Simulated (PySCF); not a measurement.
C4H5F3O2.
Structure used (GFN2-xTB), in Å, numbered top down from 1:
```xyz
14
C4H5F3O2 angstrom
F      2.4147   -0.6838    0.4317
C      1.6196    0.3253    0.0341
F      2.3414    1.0858   -0.7887
F      1.3568    1.0574    1.1224
C      0.3490   -0.2177   -0.6335
C     -0.4557   -1.1170    0.3410
O     -1.7585   -0.5915    0.2719
C     -1.5979    0.7578   -0.0361
O     -0.5338    0.8223   -0.9627
H      0.6581   -0.7284   -1.5524
H     -0.0516   -1.0370    1.3594
H     -0.4852   -2.1623    0.0368
H     -1.3538    1.3505    0.8647
H     -2.5038    1.1380   -0.5107
```

Probes without a nucleus sit at each ring's centroid and 1 Å off its mean plane on both sides; NICS is minus the shielding there, NICSzz its component along the normal. Level: GIAO PBE0/pcSseg-1 (PySCF, non-relativistic, gas phase) on the GFN2-xTB geometry, one conformer.

Ring bond lengths (Å), with Mayer bond orders in brackets: C5–C6 1.551 (0.99), C6–O7 1.406 (0.93), O7–C8 1.393 (0.97), C8–O9 1.413 (0.93), O9–C5 1.403 (0.95).

Give the NICS values of each ring in ppm.

```
          ring                                               type  NICS(0)  NICS(1), two faces  NICS(1)zz, two faces  rms pucker (Å)  centre to ring atoms, mean (Å)
C5–C6–O7–C8–O9  5-membered ring with 2 O; formal bonds all single    -10.6         -3.2 / -4.2          -7.8 / -10.3            0.15                            1.20
```

What do they say, and how far can they be read as aromaticity?

- C5–C6–O7–C8–O9: mean NICS(1)zz -9.1 ppm, shielded. C5, C6, C8 have four or more neighbours, so the value isn't read as a sign of a π ring current. NICS(0) lies 7 ppm below the mean NICS(1).

Give the inner angles of the rings and the Hirshfeld charges of the ring atoms.

- C5–C6–O7–C8–O9: C5 104.5° (+0.013 e), C6 103.5° (-0.005 e), O7 105.4° (-0.149 e), C8 106.0° (+0.070 e), O9 106.6° (-0.152 e); sum 526.1° against 540° for a flat convex ring.

What are the shieldings of the ring atoms and their hydrogens in the same run (means over atoms taken as equivalent)?

| atoms | environment | σ isotropic (ppm) |
| --- | --- | --- |
| C5 | sp3 carbon bound to oxygen | 108.9 |
| C6 | sp3 carbon bound to oxygen | 117.9 |
| O7 | cyclic ether oxygen | 257.3 |
| C8 | sp3 carbon bearing two oxygens | 85.1 |
| O9 | cyclic ether oxygen | 248.1 |
| H10 | methine hydrogen | 27.32 |
| H11 | methylene hydrogen | 27.65 |
| H12 | methylene hydrogen | 27.30 |
| H13 | methylene hydrogen | 26.61 |
| H14 | methylene hydrogen | 26.15 |
